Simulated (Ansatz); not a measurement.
C₆H₁₅FO₃Ti (`CC[O][Ti]([F])([O]CC)[O]CC`), 26 atoms. The species carries charge 0 and has multiplicity 1. Correlated methods include outer-core shells of Ti, which these sets cover unevenly. Scalar relativity is left out up to krypton. All runs use 11 threads of an AMD EPYC 7R13 on a shared host and a whole NVIDIA H100 80 GB. Correlated methods freeze the cores.

Question: Give the basis size and wall time and peak host memory of each of these runs in Ansatz. RKS BLYP-D4/def2-TZVPP energy; RHF-CCSD(T)/def2-TZVPP energy; RKS ωB97M-V/def2-TZVPP energy and forces; RKS PBE0-D4/def2-QZVPP energy; RKS PBE0-D4/def2-TZVP relaxation (86 steps); RHF-MP2/def2-QZVPP energy; RKS ωB97M-V/def2-QZVPP energy; RKS PBE0-D4/def2-SVP energy; RKS CAM-B3LYP-D4/def2-TZVPP energy; RHF-CCSD(T)/def2-SVP energy; direct RPA on PBE orbitals/def2-TZVPP energy; RKS ωB97X-V/def2-TZVPP energy. (Estimate.)

Answer: The calculation gave: Other jobs shared the machine, so times are rough.

| level | job | functions | wall time | peak host memory (GiB) |
| --- | --- | --- | --- | --- |
| RKS PBE0-D4/def2-SVP | energy | 246 | 2.6 s | 0.92 |
| RKS ωB97X-V/def2-TZVPP | energy | 584 | 3.8 s | 1.3 |
| RKS CAM-B3LYP-D4/def2-TZVPP | energy | 584 | 4.1 s | 1.2 |
| RKS ωB97M-V/def2-TZVPP | energy and forces | 584 | 5.5 s | 1.5 |
| RHF-CCSD(T)/def2-SVP | energy | 246 | 8.5 s | 0.86 |
| RKS PBE0-D4/def2-QZVPP | energy | 1113 | 9 s | 1.8 |
| RHF-MP2/def2-QZVPP | energy | 1113 | 9 s | 2 |
| RKS ωB97M-V/def2-QZVPP | energy | 1113 | 11 s | 1.9 |
| direct RPA on PBE orbitals/def2-TZVPP | energy | 584 | 11 s | 3.6 |
| RKS BLYP-D4/def2-TZVPP | energy | 584 | 14 s | 1.2 |
| RHF-CCSD(T)/def2-TZVPP | energy | 584 | 98 s | 1.2 |
| RKS PBE0-D4/def2-TZVP | relaxation (86 steps) | 445 | 2.3 min | 1.2 |
